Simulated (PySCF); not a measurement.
## Ru (ruthenium, neutral) across methods

[Kr] 4d7 5p1, one real determinant (an excited configuration). Computed with PySCF 2.14 in def2-QZVPPD with the def2 core potential (28 electrons), with a scalar-relativistic core potential.

```json
{"method": "PBE", "E (hartree)": "-94.6899", "mean ε 4d α (eV)": "-7.453", "mean ε 4d β (eV)": "-5.807", "mean ε 5p α (eV)": "-2.117", "Σ⟨r²⟩ (bohr²)": "61.43", "⟨S²⟩": "6.009"}
{"method": "LDA", "E (hartree)": "-94.4642", "mean ε 4d α (eV)": "-7.586", "mean ε 4d β (eV)": "-5.821", "mean ε 5p α (eV)": "-2.176", "Σ⟨r²⟩ (bohr²)": "60.62", "⟨S²⟩": "6.004"}
{"method": "TPSS", "E (hartree)": "-94.6530", "mean ε 4d α (eV)": "-7.350", "mean ε 4d β (eV)": "-5.902", "mean ε 5p α (eV)": "-2.057", "Σ⟨r²⟩ (bohr²)": "61.25", "⟨S²⟩": "6.013"}
{"method": "BLYP", "E (hartree)": "-94.6483", "mean ε 4d α (eV)": "-7.282", "mean ε 4d β (eV)": "-5.834", "mean ε 5p α (eV)": "-1.944", "Σ⟨r²⟩ (bohr²)": "61.91", "⟨S²⟩": "6.012"}
{"method": "UHF", "E (hartree)": "-94.01625", "mean ε 4d α (eV)": "-13.395", "mean ε 4d β (eV)": "-11.024", "mean ε 5p α (eV)": "-3.399", "Σ⟨r²⟩ (bohr²)": "66.54", "⟨S²⟩": "6.014"}
{"method": "r2SCAN", "E (hartree)": "-94.7096", "mean ε 4d α (eV)": "-7.776", "mean ε 4d β (eV)": "-5.897", "mean ε 5p α (eV)": "-2.191", "Σ⟨r²⟩ (bohr²)": "60.55", "⟨S²⟩": "6.063"}
{"method": "PBE0", "E (hartree)": "-94.6705", "mean ε 4d α (eV)": "-9.060", "mean ε 4d β (eV)": "-7.261", "mean ε 5p α (eV)": "-2.538", "Σ⟨r²⟩ (bohr²)": "61.88", "⟨S²⟩": "6.008"}
{"method": "M06-2X", "E (hartree)": "-94.5784", "mean ε 4d α (eV)": "-10.823", "mean ε 4d β (eV)": "-9.038", "mean ε 5p α (eV)": "-2.902", "Σ⟨r²⟩ (bohr²)": "62.40", "⟨S²⟩": "6.009"}
```

Q: Estimate the same row for B3LYP.

A: E (hartree) = -94.7135; mean ε 4d α (eV) = -8.714; mean ε 4d β (eV) = -7.118; mean ε 5p α (eV) = -2.416; Σ⟨r²⟩ (bohr²) = 61.99; ⟨S²⟩ = 6.009.

⟨L²⟩ = 13.86 against 20 for a pure G term, so this real determinant mixes terms. Energies and moments cover only the electrons outside the core potential.
